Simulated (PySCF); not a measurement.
Ge(F)(Cl)(OH)2 (ClFGeH2O2), SMILES [OH][Ge]([OH])([F])[Cl]. Atoms are numbered in the order given.

```xyz
7

O     -0.4353     1.7782     0.4027
Ge    -0.2003     0.0558     0.1492
O     -1.6852    -0.6244    -0.4738
F      0.2080    -0.6437     1.6823
Cl     1.3936    -0.4255    -1.1850
H      0.2756     2.1915     0.9131
H     -2.4658    -0.1790    -0.1128
```

Coordinates come from a B3LYP-D3(BJ)/def2-SVP optimisation. The structure was generated by enumeration, and PubChem lists no compound with its InChIKey, so it may never have been made. The values are those of a single conformer.

Level of theory: B3LYP-D3(BJ)/def2-SVP run with PySCF 2.14.0.

Frequencies are harmonic and unscaled.

Give all harmonic wavenumbers and intensities. (The exact figures need the calculation; the answer reports its results.)


| mode | ν (cm⁻¹) | IR (km/mol) | Raman (Å⁴/amu) | depolarisation | moving atoms (share of kinetic energy) |
|---|---|---|---|---|---|
| 1 | 114 | 91.4 | 1.8 | 0.75 | H 57 %, O 24 %, F 11 % |
| 2 | 132 | 17.3 | 2.6 | 0.74 | H 69 %, O 12 %, F 11 % |
| 3 | 189 | 1.0 | 1.0 | 0.74 | O 26 %, F 25 %, Cl 21 %, H 19 %, Ge 9 % |
| 4 | 206 | 38.4 | 0.9 | 0.73 | O 31 %, H 27 %, Ge 19 %, Cl 17 % |
| 5 | 249 | 27.9 | 1.2 | 0.72 | O 41 %, F 31 %, Ge 20 % |
| 6 | 253 | 35.2 | 2.7 | 0.68 | O 48 %, H 18 %, Ge 14 %, F 13 %, Cl 8 % |
| 7 | 274 | 107.2 | 1.0 | 0.73 | O 48 %, F 21 %, H 19 % |
| 8 | 444 | 67.3 | 7.6 | 0.14 | Cl 65 %, Ge 29 % |
| 9 | 707 | 60.6 | 11.7 | 0.01 | F 52 %, O 37 %, Ge 11 % |
| 10 | 747 | 100.6 | 4.4 | 0.31 | O 51 %, F 25 %, Ge 23 % |
| 11 | 768 | 116.6 | 3.1 | 0.54 | O 74 %, Ge 22 % |
| 12 | 899 | 76.7 | 1.3 | 0.74 | H 91 % |
| 13 | 918 | 100.7 | 2.2 | 0.75 | H 89 %, O 9 % |
| 14 | 3822 | 115.2 | 98.3 | 0.32 | H 94 % |
| 15 | 3831 | 99.4 | 97.0 | 0.23 | H 94 % |
